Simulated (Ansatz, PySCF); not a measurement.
3,3,3-trifluoroprop-1-yne (C₃HF₃), SMILES C(C(F)(F)F)#C. Atoms are numbered in the order given.

```xyz
7

C      0.0000     0.0000    -2.3375
C      0.0000     0.0000    -1.1304
C      0.0000     0.0000     0.3391
F      1.0829     0.6252     0.8217
F      0.0000    -1.2504     0.8217
F     -1.0829     0.6252     0.8217
H      0.0000     0.0000    -3.4126
```

Coordinates come from a B3LYP-D3(BJ)/def2-SVP optimisation.

Vertical ionisation energy (IE) and electron affinity (EA) in eV. Rows of orbital energies are one-electron estimates. Where ΔSCF, EOM or ADC give a negative EA the extra electron is unbound and the value depends on the basis.

```json
[
 {"level": "−ε(HOMO), −ε(LUMO), ωB97X/def2-TZVP (PySCF)", "IE": "11.72", "EA": "-1.94"},
 {"level": "−ε(HOMO), −ε(LUMO), PBE/def2-TZVP (PySCF)", "IE": "___", "EA": "___"},
 {"level": "ΔSCF, PBE0/def2-SVPD (Ansatz), final states of multiplicity 2 and 2", "IE": "11.98", "EA": "-1.67"},
 {"level": "ΔSCF, PBE/def2-SVPD (Ansatz), final states of multiplicity 2 and 2", "IE": "11.80", "EA": "-1.52"}
]
```

Q: What belongs in the gaps? (An estimate is asked for; the answer gives what the named calculation found.)

A: 
- −ε(HOMO), −ε(LUMO), PBE/def2-TZVP (PySCF), IE: 7.91
- −ε(HOMO), −ε(LUMO), PBE/def2-TZVP (PySCF), EA: 1.38

Q: What vertical singlet–triplet gap does ΔSCF give with PBE0/def2-SVPD (Ansatz, an electronic-structure program) and with PBE/def2-SVPD (Ansatz)? (Estimate from the structure and the level; the computed values follow.)

A: 5.37 and 5.48 eV (triplet above singlet where positive).
